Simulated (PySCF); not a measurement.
## Calibrating a computed vertical ionisation energy

Energies: ωB97X-D3(BJ)/ma-def2-TZVP (PySCF, density fitting, integration grid level 2) on PBE0-D3(BJ)/def2-SVP structures. The prefix ma- adds one diffuse s and one diffuse p function on all atoms but H.

| molecule | computed / eV | measured / eV |
| --- | --- | --- |
| dichlorosilane, `Cl[SiH2]Cl` (Cl2H2Si) | 11.81 | 11.70 |
| trichlorosilane, `Cl[SiH](Cl)Cl` (Cl3HSi) | 12.05 | 11.94 |
| tetrachlorosilane, `Cl[Si](Cl)(Cl)Cl` (Cl4Si) | 12.17 | 12.06 |
| `[F][GeH3]` (FGeH3) | 12.61 | 12.30 |
| `F[SiH2]F` (F2H2Si) | 13.02 | 12.85 |
| nitrogen trifluoride, `FN(F)F` (F3N) | 13.43 | 13.74 |
| tetrafluorogermane, `[F][Ge]([F])([F])[F]` (F4Ge) | 15.86 | 16.08 |
| `F[Si](F)(F)F` (F4Si) | 15.95 | ? |
| hydrogen fluoride, `F` (HF) | 16.26 | 16.12 |

Problem. Fit a straight line to the complete rows and predict the measured value of `F[Si](F)(F)F` (F4Si).

Solution. measured = -0.643 + 1.044·computed (8 points, rms 0.18 eV, correlation 0.994). At 15.95 this gives 16.01 eV; the measured value is 16.45 eV, so the fit is off by 0.44.

Measured values: NIST Chemistry WebBook, evaluated or the median of agreeing entries.

`F[Si](F)(F)F` (F4Si): the gap is larger than usual, and may come from another state, site, conformer or species, from an onset or band maximum that doesn't mark the energy named, from the functional or basis, or from an outlying measurement.

(`F[Si](F)(F)F` (F4Si)) Run with `OMP_NUM_THREADS=1 python redox_run.py task.json out` on 1 thread of Arm Neoverse V1, a shared host. Structures, frequencies and single points: 4.3 min of wall time.
